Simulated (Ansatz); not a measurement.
C₂H₉NSi, SMILES C[SiH](C)N.

The structure is a stationary point at B3LYP-D3(BJ)/def2-SVP. One conformer was computed; it need not be the lowest.

Two levels are set side by side: PBE/def2-SVPD (Ansatz, a first-principles code) and PBE0/def2-SVPD (Ansatz). Energy differences of separate SCF runs at the same geometry; the states with an electron removed or added have multiplicity 2 and 2. Differences are taken from unrounded values.

```
quantity                           PBE0
---------------------------------  ----
vertical ionisation energy (eV)    9.21
vertical singlet–triplet gap (eV)  5.94
```

Task: What does PBE give, and how far is it from PBE0? (The exact figures need the calculation; the answer reports its results.)

Result: 
| quantity | PBE | PBE minus PBE0 |
|---|---|---|
| vertical ionisation energy (eV) | 8.95 | -0.25 |
| vertical singlet–triplet gap (eV) | 5.68 | -0.26 |
